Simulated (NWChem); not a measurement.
Species: fluoroethane (C$_{2}$H$_{5}$F); SMILES CCF

```xyz
8

C      1.1720    -0.1379     0.2634
C     -0.3217    -0.3966     0.2144
F     -0.9475     0.5971    -0.5343
H      1.6763    -0.9150     0.8495
H      1.5951    -0.1365    -0.7464
H      1.3789     0.8330     0.7254
H     -0.7608    -0.3904     1.2202
H     -0.5441    -1.3640    -0.2536
```
Atoms are numbered in this order, from 1.

All runs: NWChem. Pople sets run with spherical d functions. Coordinates come from a B3LYP/6-31G* (spherical d) optimisation. Level: PBE/6-31G* with SMD (1 M gas to 1 M solution), gas-phase geometry.

```csv
solvent,dielectric constant,solvation free energy (kcal/mol),cavity-dispersion-structure term (kcal/mol),dipole in solution (D)
water,78.4,0.3,2.8,1.96
dichloromethane,8.93,-2.8,-0.6,1.91
"1,4-dioxane",2.21,-1.0,0.3,1.77
ethylene glycol,40.2,-0.9,1.6,1.95
```
